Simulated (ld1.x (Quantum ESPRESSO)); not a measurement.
## platinum (Pt), PAW: configuration errors across variants

```
Element                 : Pt
Generator               : ld1.x (Quantum ESPRESSO) 7.5
Type                    : PAW
Functional              : PBE
Relativity              : fully relativistic
Frozen core             : [Kr] 4d10 4f14
Valence charge          : 18
Reference configuration : 5s2 5p6 5d9 6s0.5 6p0.5
Partial waves           : 5s (bound): rcut 1.55, rcutus 1.65 bohr; 6s (bound): rcut 1.55, rcutus 1.65 bohr; 5p (bound): rcut 1.45, rcutus 1.55 bohr; 6p (bound): rcut 1.45, rcutus 1.55 bohr; 5d (bound): rcut 1.70, rcutus 1.95 bohr; 5d channel at 2.2 Ry: rcut 1.70, rcutus 1.95 bohr
Local potential         : all-electron potential smoothed inside 1.40 bohr (lloc = -2)
Core correction         : Bessel-smoothed model core inside 1.35 bohr
Augmentation charge     : BESSEL, radius 1.15 bohr
```

Open shells are filled in proportion to 2j + 1 (rel_dist='average').

All-electron excitation energies from the reference (eV): (1) 5s2 5p6 5d9 6s1 6p0 -2.440; (2) 5s2 5p6 5d9 6s0 6p0 6.770; (3) 5s2 5p6 5d8 6s0 6p0 26.751; (4) 5s2 5p6 5d9 6s0 6p1 2.563; (5) 5s2 5p6 5d6 6s0 6p0 104.597; (6) 5s2 5p6 5d8 6s1 6p0 8.752; (7) 5s2 5p6 5d9.5 6s0.5 6p0 -2.572.

Errors AE − PS in meV (a dash: test not solved or not reliable):

```csv
change,(1),(2),(3),(4),(5),(6),(7),bound ghosts
base,+0.7,+1.1,+30,+0.5,+163,+12,+3.9,not determined
"core correction a·sin(br)/r model core, default radius (ld1.x builds one for every PAW set, though the input has nlcc=.false.)",+0.5,+1.2,+29,+0.4,+146,+13,+3.7,not determined
core correction Bessel-smoothed model core inside 0.68 bohr,+1.1,+1.2,+32,+0.9,+198,+12,+4.1,not determined
core correction Bessel-smoothed model core inside 0.84 bohr,+1.2,+1.2,+32,+0.9,+195,+12,+4.1,not determined
core correction Bessel-smoothed model core inside 1.04 bohr,+1.0,+1.2,+31,+0.7,+186,+12,+4.0,not determined
core correction Bessel-smoothed model core inside 1.36 bohr,+0.7,+1.1,+30,+0.5,+162,+12,+3.9,not determined
core correction Bessel-smoothed model core inside 1.52 bohr,+0.7,+1.1,+30,+0.4,+152,+12,+3.9,not determined
core correction Bessel-smoothed model core inside 1.68 bohr,+0.5,+1.0,+29,+0.2,+144,+12,+3.8,not determined
core correction Bessel-smoothed model core inside 1.86 bohr,+0.6,+0.9,+28,+0.2,+142,+13,+3.7,not determined
```

Task: Give the same row for: core correction Bessel-smoothed model core inside 1.20 bohr.

Result: +0.9, +1.2, +31, +0.6, +174, +12, +4.0; bound ghosts: not determined.
